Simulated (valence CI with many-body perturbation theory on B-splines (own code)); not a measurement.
**Level structure of Gd33+**

Calculated by configuration interaction combined with many-body perturbation theory (CI+MBPT): three valence electrons over a frozen Dirac-Fock core [Ar] 3d10, a basis of 11 s, 11 p, 10 d, 8 f, 5 g, 2 h functions for each j, with the one-electron correlation potential Σ1 (screened to all orders), the two-electron term Σ2, the three-electron term Σ3, Breit, model QED; selected single and double excitations, second order for the rest, scaled by the run's own slope (own B-spline code, finite nucleus).

No measured spectrum was set against this ion. As an estimate, large intervals hold to a few tenths of a per cent, small ones and those within an open d or f shell to about a per cent.

Levels 46 to 90 of 182, with energies above the lowest level, (4s^2 4p1/2) J=1/2. "Leading %" is the weight of the configuration and term that name the level; weights of strongly mixed levels are sums over their largest components and can fall short, so below about 35 % the name and the second component can differ from the true leading terms, or belong to a minority configuration. In the jj column 3d3/2^4 stands for four electrons in 3d with j = 3/2.

| No. | Configuration | Term | J | E (eV) | Leading % | g | Second component | Leading jj |
| --- | --- | --- | --- | --- | --- | --- | --- | --- |
| 46 | 4p2.4d | 2G | 7/2 | 352.55 | 43 | 1.044 | 27 % 4p2.4d 2F | 4p1/2 4p3/2 4d3/2 (86 %) |
| 47 | 4p2.4d | 4F | 3/2 | 352.63 | 37 | 0.944 | 30 % 4p2.4d 2P | 4p1/2 4p3/2 4d3/2 (95 %) |
| 48 | 4p2.4d | 4D | 1/2 | 353.18 | 82 | 0.145 | 15 % 4p2.4d 2P | 4p1/2 4p3/2 4d3/2 (98 %) |
| 49 | 4p2.4d | 4D | 7/2 | 359.91 | 41 | 1.303 | 38 % 4p2.4d 4F | 4p1/2 4p3/2 4d5/2 (92 %) |
| 50 | 4p2.4d | 2G | 9/2 | 363.50 | 55 | 1.199 | 39 % 4p2.4d 4F | 4p1/2 4p3/2 4d5/2 (92 %) |
| 51 | 4p2.4d | 4P | 5/2 | 363.61 | 27 | 1.185 | 25 % 4p2.4d 2D | 4p1/2 4p3/2 4d3/2 (60 %) |
| 52 | 4p2.4d | 2D | 3/2 | 364.08 | 39 | 1.074 | 29 % 4p2.4d 2P | 4p1/2 4p3/2 4d3/2 (55 %) |
| 53 | 4p2.4d | 4P | 1/2 | 367.26 | 41 | 1.865 | 27 % 4p2.4d 2S | 4p1/2 4p3/2 4d3/2 (92 %) |
| 54 | 4p2.4d | 4D | 5/2 | 367.32 | 37 | 1.141 | 24 % 4p2.4d 2F | 4p1/2 4p3/2 4d5/2 (67 %) |
| 55 | 4p2.4d | 4P | 3/2 | 367.79 | 45 | 1.480 | 43 % 4p2.4d 2P | 4p1/2 4p3/2 4d5/2 (56 %) |
| 56 | 4p2.4d | 2F | 7/2 | 369.08 | 32 | 1.104 | 16 % 4p2.4d 4F | 4p1/2 4p3/2 4d5/2 (69 %) |
| 57 | 4p2.4d | 2D | 5/2 | 370.80 | 31 | 1.224 | 26 % 4p2.4d 4P | 4p1/2 4p3/2 4d5/2 (74 %) |
| 58 | 4s.4p.4f | 4G | 5/2 | 375.16 | 70 | 0.705 | 12 % 4s.4p.4f 4F | 4s 4p1/2 4f5/2 (80 %) |
| 59 | 4s.4p.4f | 4G | 7/2 | 377.15 | 53 | 1.071 | 25 % 4s.4p.4f 4F | 4s 4p1/2 4f7/2 (51 %) |
| 60 | 4p2.4d | 2D | 3/2 | 378.23 | 63 | 0.877 | 11 % 4p2.4d 2P | 4p1/2 4p3/2 4d5/2 (84 %) |
| 61 | 4p2.4d | 2P | 1/2 | 379.14 | 64 | 1.051 | 28 % 4p2.4d 2S | 4p1/2 4p3/2 4d5/2 (91 %) |
| 62 | 4s.4p.4f | 4F | 3/2 | 380.24 | 55 | 0.593 | 23 % 4s.4p.4f 2D | 4s 4p1/2 4f5/2 (84 %) |
| 63 | 4s.4p.4f | 4G | 9/2 | 380.76 | 34 | 1.201 | 31 % 4s.4p.4f 4F | 4s 4p1/2 4f7/2 (87 %) |
| 64 | 4s.4p.4f | 4F | 5/2 | 380.81 | 35 | 1.097 | 28 % 4s.4p.4f 4D | 4s 4p1/2 4f5/2 (56 %) |
| 65 | 4s.4p.4f | 4D | 7/2 | 381.43 | 46 | 1.264 | 27 % 4s.4p.4f 2F | 4s 4p1/2 4f7/2 (72 %) |
| 66 | 4s.4p.4f | 2G | 7/2 | 389.89 | 50 | 0.969 | 19 % 4p2.4d 2G | 4s 4p1/2 4f7/2 (46 %) |
| 67 | 4s.4p.4f | 2F | 5/2 | 393.56 | 26 | 1.020 | 25 % 4s.4p.4f 2D | 4s 4p1/2 4f7/2 (37 %) |
| 68 | 4p2.4d | 4D | 5/2 | 401.07 | 20 | 1.181 | 13 % 4p2.4d 4P | 4p3/2^2 4d3/2 (61 %) |
| 69 | 4p2.4d | 4P | 3/2 | 401.13 | 22 | 1.040 | 16 % 4p2.4d 2D | 4p3/2^2 4d3/2 (64 %) |
| 70 | 4p2.4d | 2P | 1/2 | 401.42 | 44 | 1.142 | 27 % 4p2.4d 4P | 4p3/2^2 4d3/2 (63 %) |
| 71 | 4p2.4d | 4D | 7/2 | 402.61 | 43 | 1.277 | 26 % 4p2.4d 2F | 4p3/2^2 4d5/2 (70 %) |
| 72 | 4p2.4d | 2F | 7/2 | 402.85 | 45 | 1.070 | 14 % 4s.4p.4f 2F | 4p3/2^2 4d3/2 (45 %) |
| 73 | 4p2.4d | 4F | 9/2 | 403.71 | 49 | 1.228 | 21 % 4p2.4d 2G | 4p3/2^2 4d5/2 (71 %) |
| 74 | 4s.4d2 | 4F | 3/2 | 404.18 | 76 | 0.568 | 6 % 4p2.4d 2D | 4s 4d3/2^2 (54 %) |
| 75 | 4s.4d2 | 4F | 5/2 | 406.13 | 81 | 1.055 | 7 % 4s.4p.4f 4D | 4s 4d3/2 4d5/2 (47 %) |
| 76 | 4s.4d2 | 4F | 7/2 | 409.76 | 80 | 1.232 | 6 % 4s.4p.4f 4D | 4s 4d3/2 4d5/2 (72 %) |
| 77 | 4s.4d2 | 4P | 1/2 | 409.82 | 71 | 2.354 | 14 % 4s.4d2 2S | 4s 4d3/2^2 (61 %) |
| 78 | 4p2.4d | 2D | 3/2 | 412.97 | 49 | 0.957 | 15 % 4p2.4d 2P | 4p3/2^2 4d3/2 (68 %) |
| 79 | 4s.4d2 | 4P | 3/2 | 414.17 | 75 | 1.528 | 7 % 4s.4d2 2D | 4s 4d3/2 4d5/2 (82 %) |
| 80 | 4s.4d2 | 4P | 5/2 | 414.54 | 56 | 1.401 | 24 % 4s.4d2 2D | 4s 4d3/2 4d5/2 (77 %) |
| 81 | 4s.4d2 | 4F | 9/2 | 414.55 | 63 | 1.293 | 17 % 4s.4p.4f 4G | 4s 4d5/2^2 (46 %) |
| 82 | 4p2.4d | 2S | 1/2 | 415.61 | 33 | 1.992 | 24 % 4p2.4d 4P | 4p3/2^2 4d5/2 (56 %) |
| 83 | 4s.4d2 | 2G | 9/2 | 416.12 | 41 | 1.158 | 18 % 4s.4p.4f 4F | 4s 4p3/2 4f7/2 (34 %) |
| 84 | 4s.4d2 | 4P | 3/2 | 417.23 | 20 | 1.222 | 17 % 4s.4p.4f 2D | 4p3/2^2 4d5/2 (37 %) |
| 85 | 4p2.4d | 2D | 5/2 | 418.38 | 42 | 1.182 | 10 % 4s.4p.4f 2F | 4p3/2^2 4d5/2 (58 %) |
| 86 | 4s.4d2 | 2G | 7/2 | 418.46 | 56 | 0.925 | 26 % 4s.4p.4f 2G | 4s 4d3/2 4d5/2 (48 %) |
| 87 | 4p2.4d | 2D | 5/2 | 419.25 | 50 | 1.169 | 13 % 4s.4p.4f 2D | 4p3/2^2 4d5/2 (69 %) |
| 88 | 4s.4p.4f | 4G | 11/2 | 420.38 | 100 | 1.270 |  | 4s 4p3/2 4f7/2 (100 %) |
| 89 | 4s.4d2 | 2D | 3/2 | 421.71 | 40 | 0.867 | 21 % 4p2.4d 2D | 4s 4d3/2 4d5/2 (37 %) |
| 90 | 4s.4p.4f | 4F | 7/2 | 422.40 | 48 | 1.200 | 18 % 4s.4p.4f 4G | 4s 4p3/2 4f5/2 (60 %) |

Where two levels of one J and parity lie close, their mixing, g and order are uncertain.
